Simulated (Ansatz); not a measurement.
```xyz
3

N     0.0000    0.0000   -0.3148
O     0.0000    1.0929    0.1377
O     0.0000   -1.0929    0.1377
```

Basis set: cc-pVDZ (spherical functions). Left uncorrelated: 3 orbitals. Charge 0, multiplicity 2.

Computed with Ansatz (development build ahead of 0.2.0); each method stands on the lowest determinant of its kind that the runs found.

The atomization energy at this shape (free ground-state atoms in the same class of orbitals less the molecule, no zero-point energy) of doublet NO2:

| method | atomization energy |
| --- | --- |
| UHF | 2.05 eV |

(1) What does UHF-MP2 give?

## Answers

(1) 9.17 eV.
